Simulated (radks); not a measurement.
The numbers below are computed, except where a source is named.
Charge is removed step by step from the 3s1/2 level of Ti3+, starting from [Ar] 3d1. Code: a radial shooting solver on a logarithmic mesh with Libxc functionals. Model: Dirac Kohn-Sham, PBEsol, spin-unpolarised, spherical densities, point nucleus; open shells fill j = l - 1/2 first.

| removed (e) | E - E(0) (eV) | eigenvalue (eV) | E minus straight line (eV) |
|---|---|---|---|
| 0 | 0.000 | -94.816 | 0.000 |
| 0.25 | 24.319 | -99.746 | -1.882 |
| 0.5 | 49.879 | -104.75 | -2.522 |
| 0.75 | 76.702 | -109.84 | -1.901 |
| 1 | 104.80 | -114.99 | 0.000 |

Removing the whole electron costs 104.80 eV by Delta-SCF, against 94.816 eV from minus the eigenvalue at the starting occupation. Slater's transition state (half an electron removed) gives 104.75 eV. Integrating minus the eigenvalue over the occupation (Janak's theorem) gives 104.80 eV. The mean slope of the eigenvalue, de/dn, is 20.2 eV per electron.
